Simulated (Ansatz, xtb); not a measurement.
**Isomers of C5H6BClO in order of energy**

3 gas-phase structures of C5H6BClO, from a drawn sample of its isomers (lower ones may exist). Each was relaxed with GFN2-xTB; where two conformers were screened, the lower at r2SCAN-D4/def2-SVP is listed:

A. `ClBC1C=COC=C1`, a singlet
B. `Bc1occ(C)c1Cl`, a singlet
C. `C=COBC#CCCl`, a singlet

Problem. Make a reasoned guess at their ranking by r2SCAN-D4/def2-SVP single-point energy.

Solution. Calculated order at r2SCAN-D4/def2-SVP: A (0.000), B (0.354), C (0.964) eV.

Energies above the lowest of each column, in eV; the last columns are at PBE-D3(BJ)/def2-SVP geometries:

```csv
structure,GFN2-xTB,HF/STO-3G,r2SCAN-D4/def2-SVP,PBE-D3(BJ)/def2-SVP,CCSD(T)/def2-SVP + ΔMP2/def2-TZVPP
A,0.321,0.000,0.000,0.000,0.000
B,0.000,0.108,0.354,0.402,0.526
C,1.315,1.027,0.964,1.061,0.708
```

CCSD(T)/def2-SVP + ΔMP2/def2-TZVPP puts A lowest; GFN2-xTB picks B. Flexible structures stand in one conformer each, not always the lowest. The ΔMP2 step shifts differences by up to 0.131 eV, which makes them less sure. ΔMP2 is the change of the MP2 energy from the smaller to the larger basis.

Programs: Ansatz 0.2.0, xtb 6.7.1.
